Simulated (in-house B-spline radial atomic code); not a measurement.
Values are calculated unless marked as measured or tabulated.
# Softness against transferability: the 4s channel of Ti

Ti, [Ar] 3d2 4s2, non-relativistic LDA (VWN5), spherical and spin-unpolarised, from a B-spline radial code for spherical atoms (atomic units). The all-electron 4s level is ε = -0.167106 hartree, its outermost node lies just inside 1.28 bohr and its outer maximum at 2.90 bohr.

Troullier-Martins pseudo-orbitals are made for several radii. The cutoffs (hartree) are the plane-wave energies beyond which the orbital holds less than the named kinetic energy per electron. The phase error is the difference, pseudo minus all-electron, of arctan(R P'/P) at R = 3.9 bohr for all radii, half a hartree below and above the level.

```csv
r_c (bohr),V_l(0) (hartree),cutoff for 10 mEh,for 1 mEh,for 0.1 mEh,phase error at ε − 0.5 (mrad),at ε + 0.5 (mrad)
2.17,-1.10,1.77,7.37,16.4,-0.7,-25.7
2.52,0.90,1.55,3.28,7.37,-0.5,-12.0
2.89,0.94,1.55,2.98,7.22,-0.5,-12.2
3.27,0.52,1.34,2.6,6.2,-0.9,-22.8
3.6,0.23,1.1,2.16,5.25,-1.8,-43.9
```

**Question.** Which radius needs the lowest cutoff for 0.1 mEh while both phase errors stay within 22.9 mrad?

**Answer.** The radii within that limit are 2.52, 2.89, 3.27 bohr; of these r_c = 3.27 needs the least, 6.2 hartree, that is 12.4 Ry or 169 eV.

**Question.** What does the larger radius buy, and what does it cost?

**Answer.** From r_c = 2.17 to 3.6 bohr the cutoff for 1 mEh goes from 7.37 to 2.16 hartree, a factor of 3.41, against 2.75 for a pure 1/r_c² scaling, end to end; step by step it is 7.37, 3.28, 2.98, 2.6, 2.16, and for 0.1 mEh 16.4, 7.37, 7.22, 6.2, 5.25; the number of plane waves goes as the cutoff to the power 3/2, here a factor of 6.3. The larger of the two phase errors is least at r_c = 2.52 bohr, 12.0 mrad; it is 25.7 at the smallest radius and 43.9 at the largest. These errors test the reference atom alone. The smallest radius lies well inside the outer maximum, where the nodeless form must bend sharply to keep the norm, so it is both harder and scatters less well than the next. Large radii also let the cores of neighbours overlap, which an atom doesn't show.
